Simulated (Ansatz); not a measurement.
Geometry optimisation, RKS B3LYP/def2-SVP in Ansatz 0.2.0.

The input (input.yaml):

```yaml
crystal:
  periodic: [false, false, false]
  atoms:
    - { symbol: B, position_ang: [-0.693926, 1.311618, 0.01921] }
    - { symbol: Cl, position_ang: [-0.138135, 2.101526, -1.538313] }
    - { symbol: O, position_ang: [-1.891384, 0.681023, 0.069961] }
    - { symbol: O, position_ang: [0.104509, 1.422587, 1.099654] }
    - { symbol: H, position_ang: [0.685915, -0.356142, -1.047761] }
    - { symbol: Si, position_ang: [1.055693, -1.437721, -0.16117] }
    - { symbol: H, position_ang: [-2.384661, 0.716985, -0.758609] }
    - { symbol: H, position_ang: [-0.297569, 1.039168, 1.892581] }
    - { symbol: H, position_ang: [2.292843, -1.086805, 0.589877] }
    - { symbol: H, position_ang: [-0.043797, -1.722704, 0.801616] }
    - { symbol: H, position_ang: [1.310612, -2.669635, -0.966948] }
basis:
  gaussian: { orbitals: def2-SVP }
hamiltonian:
  xc: b3lyp
relax:
  f_tol: 0.03
  max_steps: 50
output:
  orbitals: {}
```

Command:

```bash
$ ansatz run input.yaml --threads 2 --pin off --max-ram 3072MiB --backend cpu --events-out ev --progress --plain --runs-dir out
```

**Question.** Where does it end, and by what steps?

**Answer.** The forces met the threshold. After 24 steps the energy has fallen by 0.194 eV; H7 moved furthest, 1.45 Å.

```tsv
step	energy less start (eV)	largest force component (eV/Å)	accepted
0	0.0000	0.840	yes
1	-0.1098	0.506	yes
2	-0.1471	0.326	yes
3	-0.1651	0.197	yes
4	-0.1714	0.185	yes
5	-0.1774	0.069	yes
6	-0.1768	0.367	no
7	-0.1809	0.031	yes
8	-0.1837	0.078	yes
9	-0.1861	0.153	yes
10	-0.1881	0.127	yes
11	-0.1904	0.105	yes
12	-0.1903	0.301	no
13	-0.1916	0.078	yes
14	-0.1916	0.129	yes
15	-0.1929	0.073	yes
16	-0.1932	0.059	yes
17	-0.1937	0.057	yes
18	-0.1940	0.066	yes
19	-0.1933	0.179	no
20	-0.1941	0.042	yes
21	-0.1941	0.088	no
22	-0.1942	0.030	yes
23	-0.1942	0.035	yes
24	-0.1944	0.026	yes
```

```xyz
11
Properties=species:S:1:pos:R:3
B -1.029 1.548 -0.035
Cl -0.401 2.250 -1.551
O -2.352 1.595 0.264
O -0.146 0.962 0.805
H 1.023 -1.056 -1.349
Si 1.478 -1.788 -0.136
H -2.891 2.031 -0.408
H -0.575 0.608 1.597
H 2.459 -0.969 0.628
H 0.307 -2.112 0.730
H 2.127 -3.068 -0.548
```

Whether the end is a true minimum wasn't checked by a vibrational analysis.

Time of the run: 75 s on 2 threads of Arm Neoverse V1, with other jobs on the host, peak memory 0.24 GiB.
